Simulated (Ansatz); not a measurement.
Kohn–Sham single points on `[CH3][In-]([CH3])([OH])[PH3+]`.

```yaml
crystal:
  periodic: [false, false, false]
  atoms:
    - {symbol: C, position_ang: [-2.062457, 0.207046, 1.172269]}
    - {symbol: In, position_ang: [-0.178802, -0.510642, 0.436990]}
    - {symbol: C, position_ang: [1.744799, -0.891392, 1.327700]}
    - {symbol: O, position_ang: [-0.448712, -1.442868, -1.361323]}
    - {symbol: P, position_ang: [0.352342, 1.428594, -1.589883]}
    - {symbol: H, position_ang: [-2.445003, -0.451068, 1.954391]}
    - {symbol: H, position_ang: [-1.964790, 1.211252, 1.587763]}
    - {symbol: H, position_ang: [-2.779748, 0.226166, 0.350957]}
    - {symbol: H, position_ang: [2.073376, -0.037025, 1.921689]}
    - {symbol: H, position_ang: [1.690598, -1.762152, 1.984099]}
    - {symbol: H, position_ang: [2.486484, -1.087731, 0.551995]}
    - {symbol: H, position_ang: [0.267745, -2.037747, -1.590886]}
    - {symbol: H, position_ang: [0.652791, 2.803656, -1.766068]}
    - {symbol: H, position_ang: [1.329642, 0.925881, -2.472988]}
    - {symbol: H, position_ang: [-0.739763, 1.367131, -2.477403]}
basis:
  gaussian: {orbitals: def2-TZVPP}
hamiltonian: {xc: {name: CAM-B3LYP}, dispersion: d4}
output: {orbitals: {seedname: orbitals}}
```

```sh
$ ansatz run in.yaml --threads 4 --pin off --events-out ev --progress --plain --max-ram 11315MiB
```

It prints (some lines left out):

```
Functional definition: CAM-B3LYP
1863 factors; their error is unknown
488 factors; integrals over basis functions are off by at most 1.4e-5 eV
mean field evaluation 1: about -18732.5123 eV, gradient 8.6e1 eV
mean field evaluation 2: about -18719.6767 eV, gradient 1.2e2 eV
mean field evaluation 4: about -18746.8249 eV, gradient 4.4e0 eV
mean field evaluation 8: about -18746.8702 eV, gradient 5.1e-2 eV
mean field evaluation 16: about -18746.8906 eV, gradient 1.1e-4 eV
mean field -18746.89062083 eV, -688.9355232168 hartree, gradient 3.4e-5 eV, S^2 0.000000; 0 other end points of the search recorded, 0 dependent functions left out
reference -18746.89080493 eV, -688.9355299822 hartree; 33, 33 occupied and 292, 292 virtual orbitals, 1863 factors
Total energy: -18747.17246292 eV, -688.9458807223 hartree
```

Hardware: 4 threads of an Arm Neoverse V2 on a shared host. Wall time 7.5 s, peak host memory 1.2 GiB.

Changing it to `hamiltonian: {xc: {name: B3LYP}, dispersion: d4}` and forces (abridged; 11 s):

```
Functional definition: B3LYP
mean field evaluation 16: about -18752.0191 eV, gradient 6.5e-3 eV
mean field -18752.01907741 eV, -689.1239905199 hartree, gradient 3.5e-5 eV, S^2 0.000000
Total energy: -18752.52006158 eV, -689.1424013486 hartree
Atom 0 force    -0.266563     0.088760     0.083024 eV/Å
Atom 1 force     0.005332     0.011213     0.158386 eV/Å
Atom 2 force     0.265212    -0.053683     0.113406 eV/Å
Atom 3 force    -0.041521    -0.121173    -0.180764 eV/Å
Atom 4 force     0.030533     0.126296    -0.161796 eV/Å
Atom 5 force     0.020487     0.039159    -0.045941 eV/Å
Atom 6 force    -0.005569    -0.056755    -0.024995 eV/Å
Atom 7 force     0.036971     0.004506     0.053077 eV/Å
Atom 8 force    -0.017247    -0.048983    -0.034013 eV/Å
Atom 9 force     0.005059     0.050057    -0.038694 eV/Å
Atom 10 force    -0.040644     0.011015     0.048003 eV/Å
Atom 11 force     0.009643    -0.039426    -0.044294 eV/Å
Atom 12 force    -0.008265    -0.030512     0.005396 eV/Å
Atom 13 force    -0.029942     0.013519     0.034413 eV/Å
Atom 14 force     0.036514     0.006006     0.034793 eV/Å
Dipole moment:     0.332628     0.386815     0.010628 e Å
```

With the line `hamiltonian: {xc: {name: BHLYP}, dispersion: d4}` (abridged; 6.5 s):

```
Functional definition: BHLYP
mean field evaluation 16: about -18744.4437 eV, gradient 1.1e-4 eV
mean field -18744.44371801 eV, -688.8456011967 hartree, gradient 3.0e-5 eV, S^2 0.000000
Total energy: -18744.87056951 eV, -688.8612877000 hartree
```

With the line `hamiltonian: {xc: hse06, dispersion: d4}` (abridged; 6.5 s):

```
Functional definition: HSE06
mean field evaluation 16: about -18740.2086 eV, gradient 3.8e-4 eV
mean field -18740.20858434 eV, -688.6899629048 hartree, gradient 3.4e-5 eV, S^2 0.000000
Total energy: -18740.46560015 eV, -688.6994080617 hartree
```

Changing it to `hamiltonian: {xc: {name: r2SCAN0}, dispersion: d4}` (abridged; 9.5 s):

```
Functional definition: r2SCAN0
mean field evaluation 16: about -18746.5185 eV, gradient 5.4e-4 eV
mean field -18746.51848433 eV, -688.9218474525 hartree, gradient 4.6e-5 eV, S^2 0.000000
Total energy: -18746.61749405 eV, -688.9254859928 hartree
```

Changing it to `hamiltonian: {xc: {name: LC-wPBE}}` (abridged; 4.7 s):

```
Functional definition: LC-wPBE
mean field evaluation 16: about -18745.0175 eV, gradient 6.4e-5 eV
mean field -18745.01754283 eV, -688.8666888698 hartree, gradient 2.3e-5 eV, S^2 0.000000
Total energy: -18745.01754284 eV, -688.8666888702 hartree
```

B3LYP takes the VWN-RPA correlation (the form of Gaussian; ORCA's B3LYP/G).

HSE06 is the plane-wave form, built on full-range PBE exchange.
